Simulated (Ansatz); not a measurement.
Isolated molecules relaxed with PBE0-D4/def2-TZVP in Ansatz; ΔE leaves out vibrations. CCSD(T)/CBS adds triple-zeta CCSD(T) − MP2 to the extrapolated MP2 energy (def2 sets, frozen cores). This one scheme is used for every species. Functionals use def2-TZVPP. For Ge outer-core shells are correlated without core-valence functions, which leaves a few kJ/mol of doubt a bond. Scalar relativity is left out up to krypton. Each species was taken in one conformer, which may not be the lowest.

Reaction (β-hydride elimination): `CO[SiH2][NH][GeH3]` → `[SiH3][NH][GeH3]` + `C=O`

`CO[SiH2][NH][GeH3]`:

```xyz
14

C    -0.649    2.118   -1.355
O    -0.666    0.797   -0.872
Si   -0.446    0.436    0.719
N    -0.269   -1.243    0.942
Ge    1.178   -2.253    0.415
H    -0.657    2.087   -2.446
H     0.249    2.657   -1.032
H    -1.529    2.680   -1.020
H    -1.621    0.897    1.509
H     0.790    1.135    1.168
H    -1.110   -1.768    1.130
H     0.896   -2.989   -0.909
H     2.342   -1.268    0.241
H     1.491   -3.287    1.510
```

`[SiH3][NH][GeH3]`:

Z-matrix (Å, degrees):
```
Si
N 1 1.718
H 1 1.489 2 110.3
H 1 1.486 2 107.3 3 119.9
H 1 1.492 2 114.2 3 -120.6
Ge 2 1.839 1 127.5 3 -145.3
H 2 1.009 1 117.0 3 48.6
H 6 1.538 2 108.4 1 146.5
H 6 1.534 2 106.7 1 26.5
H 6 1.543 2 111.7 1 -93.5
```

`C=O`:

Cartesian coordinates in Å:
```
C -0.005 -0.001 0.000
O 1.141 0.337 0.043
H -0.359 -0.788 -0.697
H -0.777 0.452 0.654
```

CCSD(T)/CBS gives +216.9 kJ/mol.

Question: Another level gave +214.9 kJ/mol. Which?
A. B2PLYP/def2-TZVPP
B. PBE/def2-TZVPP
C. CCSD(T)/def2-TZVPP
D. PBE0/def2-TZVPP

Answer: D. PBE0 214.9, PBE 199.4, CCSD(T)/def2-TZVPP 209.8, B2PLYP 205.2 kJ/mol.

Largest T1 diagnostic among the species: 0.015.

The D4 term adds +12.8 kJ/mol with B3LYP and +7.2 kJ/mol with PBE0; it sums over pairs of atoms, weighted by their polarisabilities, and B3LYP, whose exchange is more repulsive, gets the larger term. In def2-TZVPP, CCSD(T) changes the Hartree–Fock value by +14.3 kJ/mol (the triples alone add −0.9 kJ/mol) and MP2 by +24.4 kJ/mol. From PBE to PBE0 (25 % exact exchange), in def2-TZVPP and without D4, ΔE moves by +15.5 kJ/mol.

B3LYP here is the variant with VWN-RPA as its local correlation; programs differ in this.
